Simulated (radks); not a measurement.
Q: These are the eigenvalues of the occupied orbitals of an atom or ion with whole-number occupations (hartree). Method: scalar-relativistic Kohn-Sham, PBEsol, spin-polarised, spherical densities, finite nucleus; Fermi nuclear charge, rms radius of each element as measured or else 0.836 A^(1/3) + 0.57 fm; computed with a radial shooting solver on a logarithmic mesh with Libxc functionals.

orbital  eigenvalue
1s down   -2634.531
1s up     -2634.531
2s up     -459.2265
2s down   -459.2237
2p up     -401.2907
2p down   -401.2884
3s up     -108.5239
3s down   -108.5229
3p up     -91.43252
3p down   -91.43141
3d up     -72.01982
3d down   -72.01785
4s up     -24.90833
4s down   -24.90573
4p up     -19.29910
4p down   -19.29660
4d up     -12.25358
4d down   -12.25055
5s up      -5.95234
5s down    -5.92680
5p up      -4.49292
5p down    -4.46011
4f up      -4.42438
4f down    -4.41856
5d up      -2.74357

Which element is it, and in what charge state? The configuration may be excited. Open shells, if any, are filled with parallel spins first.

A: Z = 75, rhenium, charge +6: Re6+ in [Xe] 4f14 5d1. The list shows which subshells hold electrons but not how many an open one holds; the 1s level, -2634.5 hartree, gives Z - s = 72.6 by -(Z - s)^2/2, which with screening and relativity narrows Z to a few neighbours, and the depths of the outer levels then fix element, charge and occupations together.
